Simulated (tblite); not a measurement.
Species: C₆H₁₀FO (doublet state).
Z-matrix (Å and degrees, GFN2-xTB geometry), rows numbered from 1:
```
C 
O   1  1.4106
C   2  1.3602  1  116.84
F   3  1.3707  2  114.32  1   -29.25
C   3  1.4738  2  118.08  1  -171.83
C   5  1.5443  3  117.10  2  -160.43
C   6  1.5351  5   89.77  3  -134.76
C   7  1.5326  6   89.60  5    13.39
H   1  1.0941  2  111.07  3    65.41
H   1  1.0946  2  111.03  3   -55.88
H   1  1.0878  2  106.09  3  -175.20
H   5  1.0898  3  107.36  2   -32.44
H   6  1.0878  5  111.70  3   -20.44
H   6  1.0874  5  115.71  3   105.43
H   7  1.0875  6  115.93  5   132.35
H   7  1.0880  6  112.68  5  -101.06
H   8  1.0875  5  111.78  3    19.02
H   8  1.0870  5  115.35  3  -106.86
```

Level: GFN2-xTB in tblite, geometry and Hessian alike; calculated harmonic values, unscaled, isolated species. Errors from tens to a few hundred cm⁻¹ against measured bands are possible. One conformer, not necessarily the lowest. Open shells enter through the occupations alone, without spin polarisation, and single modes of such species can be off by tens of per cent.

Harmonic wavenumbers (cm⁻¹): 42.1, 62.4, 88.6, 135.9, 182.2, 210.8, 277.9, 374.3, 492.0, 559.3, 666.2, 793.5, 815.6, 851.5, 944.6, 979.3, 1013.6, 1032.0, 1035.6, 1056.6, 1112.4, 1116.9, 1141.8, 1181.3, 1190.6, 1207.2, 1213.7, 1217.7, 1241.5, 1258.4, 1260.3, 1343.3, 1402.5, 1456.4, 1463.2, 1468.8, 1470.2, 1490.3, 2935.6, 2957.2, 2992.4, 3004.3, 3013.6, 3018.5, 3023.1, 3024.0, 3030.2, 3036.3.

A = 5099, B = 1143, C = 1100 MHz; mass 117.072 u (most abundant isotopes); point group C1, symmetry number 1; spin multiplicity 2.

Task: What is the zero-point energy?

Result: ½Σν̃ = 32443 cm⁻¹ = 92.76 kcal/mol.

Task: Give the ideal-gas entropy at 200 K and 1 bar in the rigid-rotor, harmonic-oscillator model (classical rotation).

Result: Translation 38.23, rotation 27.12, vibration 18.13, spin (R ln 2) 1.38: S = 84.9 cal/(mol K).

Task: And Cp and H(200 K) − H(0)?

Result: Cp = 24.70 cal/(mol K), of which vibrations give 16.75 (their classical limit is 48 R = 95.4); H(200 K) − H(0) = 3.45 kcal/mol without the zero-point energy, 1.86 from vibrations.

Task: What must be added to the electronic energy to get the Gibbs energy at 200 K and 1 bar?

Result: ZPE + [H(200 K) − H(0)] − T·S = 92.76 + 3.45 − 16.97 = 79.24 kcal/mol.

Task: How do the functions run with temperature in this model?

Result: 
```csv
T (K),S (cal/(mol K)),Cp (cal/(mol K)),H − H(0) (kcal/mol),G − H(0) (kcal/mol),ln q(vib)
150,78.3,21.4,2.31,-9.43,3.22
250,90.8,28.7,4.79,-17.91,5.58
298.15,96.2,33.0,6.27,-22.41,6.65
400,107.3,42.7,10.13,-32.78,8.88
600,127.7,58.3,20.32,-56.30,13.25
900,154.5,73.3,40.26,-98.75,19.62
```

q(vib) and H(0) count from the zero-point level.

Hindered rotation and anharmonicity are outside this model. Other conformers, if any are populated, would add a mixing term that is left out. The structure is chiral; the term R ln 2 for an equal mix with its mirror image is left out.

Time: 0.54 s wall. Hardware: one thread of an Arm Neoverse V1, no GPU, shared host. This covers the Hessian and the dipole derivatives.
